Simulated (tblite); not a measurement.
C7H8N2.
Structure used (GFN2-xTB), in Å, numbered top down from 1:
```xyz
17
C7H8N2 angstrom
C      2.5013    0.1195   -0.4460
N      2.0859   -1.1417    0.0840
C      0.9136   -1.3789    0.4721
C     -0.2627   -0.4861    0.5157
C     -0.2164    0.7847    1.0859
C     -1.3687    1.5553    1.0822
N     -2.5145    1.1543    0.5602
C     -2.5629   -0.0554    0.0271
C     -1.4789   -0.9154   -0.0142
H      3.1540    0.5983    0.2862
H      1.6863    0.8046   -0.7058
H      3.1036   -0.0870   -1.3322
H      0.7261   -2.3973    0.8055
H      0.6890    1.1517    1.5448
H     -1.3755    2.5467    1.5166
H     -3.5217   -0.3466   -0.3820
H     -1.5654   -1.8947   -0.4605
```

Computed with GFN2-xTB (tblite): harmonic, unscaled wavenumbers at the GFN2-xTB geometry, gas phase. This tight-binding method is rough: wavenumbers can miss measured ones by several per cent, in bad cases by 10 to 20. One conformer, not necessarily the lowest.

Harmonic wavenumbers (cm⁻¹): 55.2, 111.1, 159.1, 206.3, 271.8, 330.8, 409.9, 446.9, 519.9, 627.1, 654.6, 711.3, 780.8, 836.9, 866.8, 889.5, 916.5, 925.1, 1001.3, 1017.2, 1091.5, 1098.9, 1116.4, 1132.5, 1200.3, 1219.0, 1262.5, 1277.6, 1320.9, 1374.8, 1386.1, 1460.8, 1461.6, 1475.1, 1549.6, 1578.0, 1730.8, 2916.9, 2978.4, 2987.1, 2998.5, 3055.6, 3056.7, 3086.5, 3091.4.

A = 3980, B = 1117, C = 947.9 MHz; mass 120.069 u (most abundant isotopes); point group C1, symmetry number 1.

Problem. Zero-point energy?

Solution. Half the sum of the wavenumbers: 29323 cm⁻¹ = 350.78 kJ/mol.

Problem. Give the ideal-gas entropy at 298.15 K and 1 bar in the rigid-rotor, harmonic-oscillator model (classical rotation).

Solution. Translation 168.57, rotation 120.18, vibration 85.39: S = 374.1 J/(mol K).

Problem. And Cp and H(298.15 K) − H(0)?

Solution. Cp = 134.93 J/(mol K), of which vibrations give 101.68 (their classical limit is 45 R = 374.2); H(298.15 K) − H(0) = 24.00 kJ/mol without the zero-point energy, 14.09 from vibrations.

Problem. Which modes carry the vibrational entropy at 298.15 K?

Solution. 55.2 cm⁻¹: 19.34; 111.1 cm⁻¹: 13.60; 159.1 cm⁻¹: 10.71; 206.3 cm⁻¹: 8.69; 271.8 cm⁻¹: 6.63; 330.8 cm⁻¹: 5.26 J/(mol K); the other 39 give 21.17 together.

Problem. What must be added to the electronic energy to get the Gibbs energy at 298.15 K and 1 bar?

Solution. ZPE + [H(298.15 K) − H(0)] − T·S = 350.78 + 24.00 − 111.55 = 263.23 kJ/mol.

Problem. How do the functions run with temperature in this model?

Solution. 
```csv
T (K),S (J/(mol K)),Cp (J/(mol K)),H − H(0) (kJ/mol),G − H(0) (kJ/mol),ln q(vib)
50,236.8,46.7,1.92,-9.92,0.28
100,274.5,63.7,4.68,-22.77,1.02
373.15,407.7,164.9,35.25,-116.87,6.04
500,462.3,209.4,59.09,-172.08,8.60
750,559.8,270.6,119.72,-300.16,13.72
1000,643.4,309.1,192.53,-450.83,18.65
```

q(vib) and H(0) count from the zero-point level.

Hindered rotation and anharmonicity are outside this model. Other conformers, if any are populated, would add a mixing term that is left out. The structure is chiral; the term R ln 2 for an equal mix with its mirror image is left out.
